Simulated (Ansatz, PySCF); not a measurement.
Stretching the B1–H3 bond in aminoborane (SMILES BN) (multiplicity 1 held, fragments rigid). Energies count from the point at 1.193 Å.
Geometry at that point (charge 0, multiplicity 1):
```xyz
6

B     -0.776     0.045    -0.003
N      0.609    -0.035     0.002
H     -1.414    -0.963    -0.031
H     -1.294     1.119     0.020
H      1.210     0.773     0.025
H      1.113    -0.907    -0.016
```

Unrestricted levels (U-) break spin symmetry where that is lower. Active spaces are followed from a long bond inwards. Curves can end on different states.

Frozen-core correlation. Rows in 3-21G, 6-31G* carry no dispersion term and start afresh at each structure (6-31G* with six Cartesian d functions). MP2/6-31G* freezes PySCF's default core.

Run with Ansatz (a quantum-chemistry and plane-wave program) with Gaussian orbitals; PySCF for 3-21G rows, 6-31G* rows. 

Other levels give for the energy at R = 3.817 Å: U-PBE/cc-pVTZ 106.71; U-B3LYP/cc-pVTZ 110.13; U-wB97X-V/cc-pVTZ 112.13; FIC-MRCISD+Q on CASSCF(2,2)/cc-pVTZ 109.86 kcal/mol.

Common cheap choices:

```
level           energy at R = 3.817 Å (kcal/mol)
--------------  --------------------------------
R-HF/3-21G                                182.34
R-HF/6-31G*                               181.05
U-HF/6-31G*                                90.20
R-BP86/6-31G*                             131.08
U-B3LYP/6-31G*                            111.79
R-MP2/6-31G*                              143.20
```

Doubts at one or more of the structures used: a restricted determinant that unrestricted orbitals would lower (R-HF/3-21G, R-HF/6-31G*, R-BP86/6-31G*, R-MP2/6-31G*); a spin-contaminated determinant (U-HF/6-31G*, U-B3LYP/6-31G*, U-PBE/cc-pVTZ, U-B3LYP/cc-pVTZ, U-wB97X-V/cc-pVTZ).
